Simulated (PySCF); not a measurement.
## `C[C@H]1CC[Si@@H](P)N1`, C₄H₁₂NPSi

Geometry:
```json
{"atom": "C1", "x (Å)": "-1.757", "y (Å)": "1.089", "z (Å)": "-0.344"}
{"atom": "C2", "x (Å)": "-1.275", "y (Å)": "-0.034", "z (Å)": "0.573"}
{"atom": "C3", "x (Å)": "-0.967", "y (Å)": "-1.318", "z (Å)": "-0.199"}
{"atom": "C4", "x (Å)": "0.402", "y (Å)": "-1.183", "z (Å)": "-0.858"}
{"atom": "Si5", "x (Å)": "1.374", "y (Å)": "-0.212", "z (Å)": "0.452"}
{"atom": "P6", "x (Å)": "2.611", "y (Å)": "1.449", "z (Å)": "-0.428"}
{"atom": "N7", "x (Å)": "-0.046", "y (Å)": "0.321", "z (Å)": "1.257"}
{"atom": "H8", "x (Å)": "-0.995", "y (Å)": "1.313", "z (Å)": "-1.087"}
{"atom": "H9", "x (Å)": "-1.949", "y (Å)": "1.991", "z (Å)": "0.234"}
{"atom": "H10", "x (Å)": "-2.676", "y (Å)": "0.802", "z (Å)": "-0.850"}
{"atom": "H11", "x (Å)": "-2.051", "y (Å)": "-0.231", "z (Å)": "1.326"}
{"atom": "H12", "x (Å)": "-0.928", "y (Å)": "-2.142", "z (Å)": "0.515"}
{"atom": "H13", "x (Å)": "-1.753", "y (Å)": "-1.531", "z (Å)": "-0.925"}
{"atom": "H14", "x (Å)": "0.814", "y (Å)": "-2.162", "z (Å)": "-1.091"}
{"atom": "H15", "x (Å)": "0.329", "y (Å)": "-0.632", "z (Å)": "-1.795"}
{"atom": "H16", "x (Å)": "2.120", "y (Å)": "-1.086", "z (Å)": "1.377"}
{"atom": "H17", "x (Å)": "3.180", "y (Å)": "1.789", "z (Å)": "0.784"}
{"atom": "H18", "x (Å)": "3.673", "y (Å)": "0.629", "z (Å)": "-0.762"}
{"atom": "H19", "x (Å)": "-0.116", "y (Å)": "1.156", "z (Å)": "1.814"}
```

The calculation used TDDFT CAM-B3LYP/def2-SVPD circular dichroism and optical rotation, one conformer, gas phase in PySCF 2.14.0. Geometry: GFN2-xTB.

The molecule is flexible and this is one conformer; a measurement averages over conformers. States above about 7.8 eV (minus the energy of the highest occupied orbital) lie near or above the ionisation threshold and depend on the basis.

Q: Draw the ECD and absorption spectra from the lowest 12 states, each a Gaussian of half-width 0.25 eV at 1/e height.

A: 
```tsv
E (eV)	λ (nm)	Δε (L mol⁻¹ cm⁻¹)	ε (L mol⁻¹ cm⁻¹)
5.36	231	+0.06	3.13
5.46	227	+0.23	13.4
5.56	223	+0.72	42.9
5.66	219	+1.65	107
5.76	215	+2.85	226
5.86	212	+3.93	449
5.96	208	+4.58	857
6.06	205	+4.08	1470
6.16	201	+0.12	2210
6.26	198	-9.92	2990
6.36	195	-24.48	3750
6.46	192	-35.61	4250
6.56	189	-34.02	4310
6.66	186	-16.67	4290
6.76	183	+10.82	4820
6.86	181	+36.60	5960
6.96	178	+49.13	7330
7.06	176	+44.81	9310
7.16	173	+26.71	12900
7.26	171	-1.08	17600
7.36	168	-29.68	20800
7.46	166	-43.75	19700
7.56	164	-35.30	15200
7.66	162	-12.45	10400
```
Δε uses R in velocity form, ε uses f in length form. Only the states computed contribute, so the short-wavelength end is incomplete.
